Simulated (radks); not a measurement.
Q: All-electron atom: Dy I in [Xe] 4f10 6s2 (the NIST ground configuration). All-electron calculation, scalar-relativistic Kohn-Sham, BLYP, spin-unpolarised, spherical densities, point nucleus. Program: a radial shooting solver on a logarithmic mesh with Libxc functionals. Some entries of the table are withheld. Estimate them.

| orbital | occ. | eigenvalue (hartree) | <1/r> (bohr^-1) |
|---|---|---|---|
| 1s | 2 | -1972.297 | 74.59 |
| 2s | 2 | -328.4285 | (1) |
| 2p | 6 | -291.4025 | (2) |
| 3s | 2 | -73.09085 | 6.376 |
| 3p | 6 | -61.72755 | (3) |
| 3d | 10 | -47.11997 | 5.669 |
| 4s | 2 | -14.44364 | 2.689 |
| 4p | 6 | -10.70331 | 2.466 |
| 4d | 10 | -5.61275 | 2.173 |
| 5s | 2 | -1.78934 | 1.018 |
| 5p | 6 | -0.92294 | (4) |
| 6s | 2 | -0.13329 | 0.3071 |
| 4f | 10 | -0.10600 | 1.551 |

A: 
(1) 2s <1/r> (bohr^-1): 17.33
(2) 2p <1/r> (bohr^-1): 16.09
(3) 3p <1/r> (bohr^-1): 5.976
(4) 5p <1/r> (bohr^-1): 0.8431
